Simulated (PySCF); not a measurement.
PySCF 2.14 output of an unrestricted r2SCAN calculation on a single atom or ion in x2c-QZVPPall, with the spin-free X2C one-electron Hamiltonian (Gaussian nucleus):

```
SCF conv_tol = 1e-09
number electrons alpha = 5  beta = 2
    J. W. Furness, A. D. Kaplan, J. Ning, J. P. Perdew, and J. Sun.,  J. Phys. Chem. Lett. 11, 8208-8215 (2020)
    J. W. Furness, A. D. Kaplan, J. Ning, J. P. Perdew, and J. Sun.,  J. Phys. Chem. Lett. 11, 9248-9248 (2020)
    J. W. Furness, A. D. Kaplan, J. Ning, J. P. Perdew, and J. Sun.,  J. Phys. Chem. Lett. 11, 8208-8215 (2020)
    J. W. Furness, A. D. Kaplan, J. Ning, J. P. Perdew, and J. Sun.,  J. Phys. Chem. Lett. 11, 9248-9248 (2020)
cycle= 1 E= -97.8870219612996  delta_E= -0.00154  |g|= 0.0064  |ddm|= 0.0366
cycle= 2 E= -97.8870274897124  delta_E= -5.53e-06  |g|= 0.000682  |ddm|= 0.00335
cycle= 3 E= -97.8870275914369  delta_E= -1.02e-07  |g|= 0.000196  |ddm|= 0.00047
cycle= 4 E= -97.8870275989489  delta_E= -7.51e-09  |g|= 1.72e-05  |ddm|= 7.57e-05
cycle= 5 E= -97.8870275990376  delta_E= -8.87e-11  |g|= 1.08e-06  |ddm|= 1.37e-05
converged SCF energy = -97.8870275990376  <S^2> = 3.752325  2S+1 = 4.0011623
```

The run itself started from symmetry-adapted Hartree-Fock orbitals and held the occupation by maximum overlap, on a logarithmic radial grid, so the iterations belong to that start.

Q: Which element, charge and spin multiplicity is this?

A: F²⁺ (fluorine, charge +2), multiplicity 4; the state was [He] 2s2 2p3, high-spin 4S determinant.
